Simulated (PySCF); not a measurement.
A geometry optimisation on `COCC(C)(C)/C=C(/[O-])F`.

Computed with PBE0-D3(BJ)/def2-SVP geometry optimisation, gas phase (PySCF 2.14.0). Start geometry: GFN2-xTB. The command runs a driver script over a list of jobs; the input below is this job's line of settings and its coordinates in Å.

Command:
```bash
OMP_NUM_THREADS=1 python probes_run.py task.json out
```

Input:
```
{"job": {"xc": "PBE0", "basis": "def2-SVP", "d3": "d3bj", "grid": 1, "shake": 0.01, "kind": "geom"}, "charge": -1, "multiplicity": 1}
C      2.480210     0.342380     0.260500
O      1.866450    -0.868830    -0.087070
C      0.633690    -0.735930    -0.809030
C     -0.553180    -0.359320     0.047050
C     -0.641630    -1.313520     1.244940
C     -1.832610    -0.608970    -0.826910
C     -0.553460     1.062970     0.540310
C     -0.516960     2.208490    -0.190220
O     -0.531400     3.396660     0.125380
F     -0.465490     1.956970    -1.644130
H      3.354100     0.132810     0.832540
H      2.734150     0.935030    -0.638760
H      1.750390     0.991450     0.844730
H      0.482370    -1.721210    -1.240030
H      0.768130    -0.011580    -1.605210
H     -1.505210    -1.065170     1.882740
H      0.262490    -1.186790     1.855760
H     -0.715370    -2.338920     0.931970
H     -1.880520    -1.660570    -1.155990
H     -2.752590    -0.378030    -0.250100
H     -1.819720     0.033810    -1.705250
H     -0.628920     1.192650     1.600260
```

Output:
```
step   0  E = -523.31334258  max force = 0.043956
step   1  E = -523.32015437  max force = 0.009446
step   2  E = -523.31987232  max force = 0.005919
step   3  E = -523.32068494  max force = 0.002497
step   4  E = -523.32067612  max force = 0.003499
step   5  E = -523.32078133  max force = 0.001137
step   6  E = -523.32079952  max force = 0.000752
step   7  E = -523.32081841  max force = 0.000298
step   8  E = -523.32081579  max force = 0.000274
step   9  E = -523.32081400  max force = 0.000234
step  10  E = -523.32081297  max force = 0.000122
optimisation converged
```

Energies in Eh; «max force» is the largest Cartesian gradient component in Eh/bohr.

**Question.** Give the first gradient maximum in eV/Å.

**Answer.** With 1 Eh/bohr = 51.422 eV/Å, 2.260 eV/Å.

Summary of the converged run: final energy -523.32081 Eh after 10 steps.

**Question.** Estimate the wall time. Hardware: one thread of an Arm Neoverse N1, no GPU, shared host with 32 logical CPUs at a one-minute load of 22. And the peak memory of the process?

**Answer.** About 6.3 min, with 0.88 GiB resident at the peak, the Python interpreter and its libraries included.
Labels such as C1 count atoms from 1, the log's own numbers from 0.
